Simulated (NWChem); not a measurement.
AlBrCl2; SMILES [Cl][Al]([Cl])[Br]

This build's default masses of Se (78.918 u) and Br (79.917 u) are each other's, which moves their modes by up to 0.6 %.

Problem. Give the equilibrium geometry at B3LYP/6-31G* (spherical d) (NWChem) as an XYZ file, with the point group.

Solution. point group C2v; any orientation.
```
4

Al     0.0000     0.0000    -0.5119
Cl     0.0000     1.8042    -1.5682
Cl     0.0000    -1.8042    -1.5682
Br     0.0000     0.0000     1.7315
```
